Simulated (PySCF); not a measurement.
PySCF job for Si(I)(Me)(OH)2 (CH5IO2Si), SMILES C[Si](O)(O)I, TDA-ωB97X/def2-SVPD. Geometry optimised at B3LYP-D3(BJ)/def2-SVP. The structure was generated by enumeration, and PubChem lists no compound with its InChIKey, so it may never have been made. The def2 effective core potentials stand for the cores of I; spin–orbit coupling is left out. One conformer was computed; it need not be the lowest.

```python
import numpy as np
from pyscf import gto, scf, dft, tdscf

mol = gto.M(
    atom='''
    C     2.25579263   -0.13240281   -1.18115903
    Si    0.45864901    0.31154602   -1.12876953
    O    -0.46778738   -0.49498501   -2.24345541
    O     0.34505027    1.93828131   -1.38411931
    I    -0.47657735   -0.29385088    1.11091874
    H     2.81756875    0.45280303   -0.43793412
    H     2.65946895    0.08854613   -2.18264330
    H     2.39918870   -1.20230289   -0.96965794
    H    -1.05012446   -1.19073727   -1.91700964
    H    -0.54144787    2.31219021   -1.46112247
    ''',
    basis='def2-SVPD',
    ecp={'I': 'def2-svp'},
    charge=0,
    spin=0,
    max_memory=1600,
    verbose=4,
)
mf = dft.RKS(mol, xc='wb97x').density_fit(auxbasis='def2-universal-jkfit')
mf.grids.level = 3
mf.conv_tol = 1e-9
mf.max_cycle = 100
mf.kernel()
mf.grids = dft.Grids(mol).set(level=1).build(with_non0tab=True)  # coarser grid for the response kernel
td = tdscf.TDA(mf)
td.singlet = True
td.nstates = 10
td.conv_tol = 1e-4
td.positive_eig_threshold = 1e-6
td.kernel(x0=td.get_init_guess(mf, 15))
td.analyze()
tt = tdscf.TDA(mf)
tt.singlet = False
tt.nstates = 4
tt.conv_tol = 1e-4
tt.positive_eig_threshold = 1e-6
tt.kernel(x0=tt.get_init_guess(mf, 9))
tt.analyze(verbose=3)
```

Log of the run:

```
PySCF version 2.14.0

[INPUT] verbose = 4
[INPUT] num. atoms = 10
[INPUT] num. electrons = 66
[INPUT] charge = 0
[INPUT] spin (= nelec alpha-beta = 2S) = 0
[INPUT] symmetry False subgroup None
[INPUT] Mole.unit = angstrom
[INPUT] Symbol           X                Y                Z      unit          X                Y                Z       unit  Magmom
[INPUT]  1 C      2.255792630000  -0.132402810000  -1.181159030000 AA    4.262830264512  -0.250205049023  -2.232067076257 Bohr   0.0
[INPUT]  2 Si     0.458649010000   0.311546020000  -1.128769530000 AA    0.866721016203   0.588736652998  -2.133065269454 Bohr   0.0
[INPUT]  3 O     -0.467787380000  -0.494985010000  -2.243455410000 AA   -0.883990032728  -0.935386104665  -4.239516297574 Bohr   0.0
[INPUT]  4 O      0.345050270000   1.938281310000  -1.384119310000 AA    0.652050509507   3.662820828263  -2.615606419622 Bohr   0.0
[INPUT]  5 I     -0.476577350000  -0.293850880000   1.110918740000 AA   -0.900600668671  -0.555297684662   2.099332165247 Bohr   0.0
[INPUT]  6 H      2.817568750000   0.452803030000  -0.437934120000 AA    5.324433274633   0.855673715073  -0.827575547402 Bohr   0.0
[INPUT]  7 H      2.659468950000   0.088546130000  -2.182643300000 AA    5.025667952285   0.167327935090  -4.124598064617 Bohr   0.0
[INPUT]  8 H      2.399188700000  -1.202302890000  -0.969657940000 AA    4.533809564151  -2.272023180873  -1.832387941110 Bohr   0.0
[INPUT]  9 H     -1.050124460000  -1.190737270000  -1.917009640000 AA   -1.984447626107  -2.250167326612  -3.622623197751 Bohr   0.0
[INPUT] 10 H     -0.541447870000   2.312190210000  -1.461122470000 AA   -1.023188185029   4.369406244801  -2.761121302748 Bohr   0.0

nuclear repulsion = 348.931395374999
number of shells = 69
number of NR pGTOs = 258
number of NR cGTOs = 165
basis = def2-SVPD
ecp = {'I': 'def2-svp'}


[settings echo left out]
init E= -747.258954813817
  HOMO = -0.686205526394135  LUMO = -0.528539175861901  gap/eV = 4.29032
cycle= 1 E= -777.138150454319  delta_E= -29.9  |g|= 2.89  |ddm|= 10.9
  HOMO = 0.00888741364907302  LUMO = 0.0381222013219684  gap/eV = 0.79552
cycle= 2 E= -777.750436474272  delta_E= -0.612  |g|= 2.03  |ddm|= 10.1
  HOMO = -0.360407087279543  LUMO = 0.0231238174803517  gap/eV = 10.43641
cycle= 3 E= -778.656764512511  delta_E= -0.906  |g|= 0.292  |ddm|=    4
  HOMO = -0.356315105626342  LUMO = 0.0440070674788152  gap/eV = 10.89332
cycle= 4 E= -778.684347838937  delta_E= -0.0276  |g|= 0.123  |ddm|= 0.849
  HOMO = -0.358933221485399  LUMO = 0.0543902392594311  gap/eV = 11.24710
cycle= 5 E= -778.68871336159  delta_E= -0.00437  |g|= 0.031  |ddm|= 0.216
  HOMO = -0.362396577120773  LUMO = 0.0538883897999829  gap/eV = 11.32769
cycle= 6 E= -778.689019883334  delta_E= -0.000307  |g|= 0.0145  |ddm|= 0.07
  HOMO = -0.363881348882003  LUMO = 0.0534403928015796  gap/eV = 11.35590
cycle= 7 E= -778.689085933158  delta_E= -6.6e-05  |g|= 0.00341  |ddm|= 0.0338
  HOMO = -0.363409574961731  LUMO = 0.0535738162267961  gap/eV = 11.34670
cycle= 8 E= -778.689094944841  delta_E= -9.01e-06  |g|= 0.00101  |ddm|= 0.0171
  HOMO = -0.363333270777737  LUMO = 0.0536153498657385  gap/eV = 11.34575
cycle= 9 E= -778.689095431052  delta_E= -4.86e-07  |g|= 0.000536  |ddm|= 0.00383
  HOMO = -0.363362695630596  LUMO = 0.0536142496849792  gap/eV = 11.34652
cycle= 10 E= -778.689095545708  delta_E= -1.15e-07  |g|= 0.000172  |ddm|= 0.00184
  HOMO = -0.363382055772098  LUMO = 0.0536046935327461  gap/eV = 11.34679
cycle= 11 E= -778.689095556004  delta_E= -1.03e-08  |g|= 5.51e-05  |ddm|= 0.000421
  HOMO = -0.363393422445062  LUMO = 0.0536015408912545  gap/eV = 11.34701
cycle= 12 E= -778.689095557418  delta_E= -1.41e-09  |g|= 1.03e-05  |ddm|= 0.000184
  HOMO = -0.363391428334397  LUMO = 0.0536018028648707  gap/eV = 11.34696
cycle= 13 E= -778.689095557484  delta_E= -6.55e-11  |g|= 3.2e-06  |ddm|= 3.72e-05
  HOMO = -0.363391782227003  LUMO = 0.0536017568340204  gap/eV = 11.34697
Extra cycle  E= -778.68909555749  delta_E= -6.59e-12  |g|= 1.57e-06  |ddm|= 1.75e-05
converged SCF energy = -778.68909555749
tot grids = 42344
Overwritten attributes  positive_eig_threshold  of <class 'pyscf.tdscf.rks.TDA'>


******** <class 'pyscf.tdscf.rks.TDA'> for <class 'pyscf.df.df_jk.DFRKS'> ********
nstates = 10 singlet
deg_eia_thresh = 1.000e-03
wfnsym = None
conv_tol = 0.0001
eigh lindep = 1e-12
eigh level_shift = 0
eigh max_cycle = 100


Excitation energies (eV)
[6.2110451  6.23591036 7.17903267 7.20496623 7.74432018 7.85869798
 8.00350745 8.04687644 8.15625452 8.28998343]

** Singlet excitation energies and oscillator strengths **
Excited State   1:      6.21105 eV    199.62 nm  f=0.0122
      33 -> 34        0.52322
      33 -> 35       -0.34208
      33 -> 38       -0.25955
      33 -> 41       -0.11343
Excited State   2:      6.23591 eV    198.82 nm  f=0.0100
      32 -> 34       -0.52881
      32 -> 35        0.33453
      32 -> 38        0.25474
      32 -> 41        0.11086
Excited State   3:      7.17903 eV    172.70 nm  f=0.1221
      32 -> 34       -0.24643
      32 -> 35       -0.30338
      32 -> 38       -0.13008
      33 -> 34        0.31830
      33 -> 35        0.37734
      33 -> 38        0.17398
      33 -> 41       -0.12502
Excited State   4:      7.20497 eV    172.08 nm  f=0.1441
      32 -> 34       -0.31235
      32 -> 35       -0.37418
      32 -> 38       -0.17099
      32 -> 41        0.12507
      33 -> 34       -0.25182
      33 -> 35       -0.28625
      33 -> 38       -0.14032
Excited State   5:      7.74432 eV    160.10 nm  f=0.1009
      31 -> 34       -0.35499
      31 -> 35        0.30083
      31 -> 38        0.20722
      32 -> 36        0.16808
      32 -> 39       -0.20952
      32 -> 42       -0.11401
      33 -> 36       -0.18386
      33 -> 39        0.21055
Excited State   6:      7.85870 eV    157.77 nm  f=0.0037
      32 -> 36        0.23097
      32 -> 39       -0.37566
      32 -> 42       -0.14567
      32 -> 45       -0.11226
      33 -> 36        0.19504
      33 -> 39       -0.35986
      33 -> 42       -0.19007
Excited State   7:      8.00351 eV    154.91 nm  f=0.0545
      31 -> 34       -0.17623
      32 -> 36       -0.10614
      32 -> 38       -0.17382
      32 -> 39        0.18722
      32 -> 40       -0.23878
      32 -> 44       -0.12596
      33 -> 39       -0.26531
      33 -> 40       -0.35429
      33 -> 42       -0.15277
Excited State   8:      8.04688 eV    154.08 nm  f=0.0327
      32 -> 35        0.10421
      32 -> 38       -0.19501
      32 -> 40       -0.38544
      32 -> 44       -0.13638
      33 -> 35       -0.12432
      33 -> 38        0.18583
      33 -> 40        0.35238
      33 -> 44        0.13527
Excited State   9:      8.15625 eV    152.01 nm  f=0.1424
      31 -> 34       -0.42080
      31 -> 35       -0.45610
      32 -> 40        0.15831
Excited State  10:      8.28998 eV    149.56 nm  f=0.0009
      32 -> 35        0.12861
      32 -> 36        0.25853
      32 -> 37       -0.36239
      32 -> 38       -0.16443
      32 -> 40        0.12314
      33 -> 36        0.32507
      33 -> 37        0.21097
      33 -> 38       -0.12504
      33 -> 39        0.18820

** Transition electric dipole moments (AU) **
state          X           Y           Z        Dip. S.      Osc.
  1         0.2165     -0.1832      0.0033      0.0804      0.0122
  2        -0.1899     -0.1631     -0.0554      0.0658      0.0100
  3         0.1622     -0.8143     -0.0711      0.6944      0.1221
  4        -0.8095     -0.1739     -0.3621      0.8166      0.1441
  5         0.3156      0.1585     -0.6378      0.5316      0.1009
  6        -0.0606      0.1232      0.0186      0.0192      0.0037
  7        -0.0548      0.0173     -0.5241      0.2780      0.0545
  8         0.0848     -0.2736     -0.2894      0.1658      0.0327
  9         0.4590     -0.0102     -0.7083      0.7124      0.1424
 10        -0.0388      0.0361     -0.0379      0.0042      0.0009

WARN: ECP detected. Skipping calculation of transition velocity and magnetic dipole moments, which have not yet been implemented.



******** <class 'pyscf.tdscf.rks.TDA'> for <class 'pyscf.df.df_jk.DFRKS'> ********
nstates = 4 triplet
deg_eia_thresh = 1.000e-03
wfnsym = None
conv_tol = 0.0001
eigh lindep = 1e-12
eigh level_shift = 0
eigh max_cycle = 100


Excitation energies (eV)
[5.71809609 5.72989454 6.68083175 7.12520886]

** Triplet excitation energies and oscillator strengths **
Excited State   1:      5.71810 eV    216.83 nm  f=0.0000
Excited State   2:      5.72989 eV    216.38 nm  f=0.0000
Excited State   3:      6.68083 eV    185.58 nm  f=0.0000
Excited State   4:      7.12521 eV    174.01 nm  f=0.0000
```

Self-consistency was reached.

Cost: very roughly 6 core-minutes.
